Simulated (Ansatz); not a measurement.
Reaction (ligand exchange at a Ga–F bond): `[F][Ga]([SH])[SH]` + HBr → `[SH][Ga]([SH])[Br]` + H–F

Gas-phase electronic energies from Ansatz, PBE0-D4/def2-TZVP geometries. CBS: MP2 limit from def2 TZ/QZ plus the TZ coupled-cluster correction, frozen cores. This one scheme is used for every species. DFT in def2-TZVPP. B3LYP here is the variant with VWN-RPA as its local correlation; programs differ in this. For Br, Ga outer-core shells are correlated without core-valence functions, which leaves a few kJ/mol of doubt a bond. Scalar relativity is left out up to krypton. One conformer a species, not always the lowest.

`[F][Ga]([SH])[SH]`:

```xyz
6

F    -1.619    0.388    1.313
Ga   -0.292   -0.085    0.274
S     0.632    1.498   -0.910
S     0.248   -2.196    0.312
H    -0.203    2.421   -0.402
H     1.234   -2.026   -0.587
```

HBr:

```xyz
2

Br    0.163   -0.041    0.690
H    -0.163    0.041   -0.690
```

`[SH][Ga]([SH])[Br]`:

```xyz
6

S    -0.639    2.076   -0.392
Ga   -0.007    0.028    0.033
S     0.380   -0.631    2.081
Br    0.254   -1.449   -1.691
H    -0.692    1.850   -1.715
H     0.703   -1.873    1.684
```

H–F:

Z-matrix (Å, degrees):
```
F
H 1 0.920
```

```json
{"level": "B2PLYP", "ΔE (eV)": "-0.41"}
{"level": "B3LYP", "ΔE (eV)": "-0.37"}
```

(1) What does CCSD(T)/CBS give? (Estimate.)

Largest T1 diagnostic among the species: 0.013.

Results:

(1) Ansatz gave: -0.53 eV. The listed levels differ from it by 0.12, 0.16 eV.

The D4 term adds −0.09 eV with B3LYP and −0.05 eV with PBE0; it sums over pairs of atoms, weighted by their polarisabilities, and B3LYP, whose exchange is more repulsive, gets the larger term. In def2-TZVPP, CCSD(T) changes the Hartree–Fock value by −0.03 eV (the triples alone add −0.01 eV) and MP2 by −0.10 eV. From PBE to PBE0 (25 % exact exchange), in def2-TZVPP and without D4, ΔE moves by −0.08 eV.
